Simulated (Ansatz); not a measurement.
Reaction (ligand exchange at the Al–C bond): `[AlH2][CH]([AlH2])[GeH3]` + `BN` → `B[NH][AlH2]` + `[AlH2][CH2][GeH3]`

Calculated with Ansatz (gas phase, PBE0-D4/def2-TZVP geometries, no zero-point term in ΔE). CCSD(T)/CBS adds triple-zeta CCSD(T) − MP2 to the extrapolated MP2 energy (def2 sets, frozen cores). This one scheme is used for every species. DFT in def2-TZVPP. B3LYP here is the variant with VWN-RPA as its local correlation; programs differ in this. For Ge outer-core shells are correlated without core-valence functions, which leaves a few kJ/mol of doubt a bond. Scalar relativity is left out up to krypton.

```csv
level,ΔE (eV)
B97M-V,-0.51
ωB97X-V,-0.50
B3LYP,-0.58
CAM-B3LYP,-0.59
HF/def2-SVP,-0.64
CCSD(T)/def2-TZVPP,-0.49
MP2/def2-QZVPP,-0.49
HF/CBS(def2),-0.67
```

Task: What does CCSD(T)/CBS give? (Estimate.)

Result: Computed: -0.47 eV. The listed levels differ from it by -0.04, -0.03, -0.11, -0.12, -0.17, -0.02, -0.02, -0.20 eV.

Largest T1 diagnostic among the species: 0.012.

In def2-TZVPP, CCSD(T) changes the Hartree–Fock value by +0.17 eV (the triples alone add +0.03 eV) and MP2 by +0.17 eV. Leaving LDA and LC-ωPBE aside and taking each functional with its dispersion term where it has one, the values, not all of them listed here, spread over 0.15 eV, from B2PLYP to PBE-D4. LDA lies +0.05 eV from PBE without D4. The D4 term adds +0.06 eV with B3LYP and +0.03 eV with PBE0; it sums over pairs of atoms, weighted by their polarisabilities, and B3LYP, whose exchange is more repulsive, gets the larger term.
